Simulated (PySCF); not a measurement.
## LuSF relaxed at several levels

Computed with PySCF 2.14.0, PBE0, def2-SVP on the ligands, density fitting, scalar-relativistic core potentials, no spin-orbit coupling, vacuum. Each row is relaxed at its own level from the same template. Distances are means of the shortest metal–ligand contacts, charges and spins Mulliken's. lcecp potentials hold a fixed number of 4f electrons in the core, out of states, spins and gaps.

```json
{"level": "PBE0", "basis on the metal": "lcecp-1-SVP with ECP60", "point group": "Cs", "M–S (Å)": "2.293", "M–F (Å)": "1.955", "charge on M (e)": "0.76", "dipole (D)": "7.74", "HOMO–LUMO gap (eV)": "–", "strongest infrared band, degenerate modes summed (cm⁻¹)": "599", "unstable modes (below −25 cm⁻¹)": "0"}
```

Question: What does the calculation give for PBE0, def2-SVP with ECP28?

Answer: point group: Cs, M–S (Å): 2.270, M–F (Å): 1.926, charge on M (e): 0.84, dipole (D): 7.66, HOMO–LUMO gap (eV): 2.96, strongest infrared band, degenerate modes summed (cm⁻¹): 627, unstable modes (below −25 cm⁻¹): 0.
```xyz
3

Lu   -0.1727    0.0000   -0.3643
S     1.7671    0.0000    0.8147
F    -1.7685    0.0000    0.7141
```

One start shape was tried for each, so a minimum needn't be the lowest isomer.
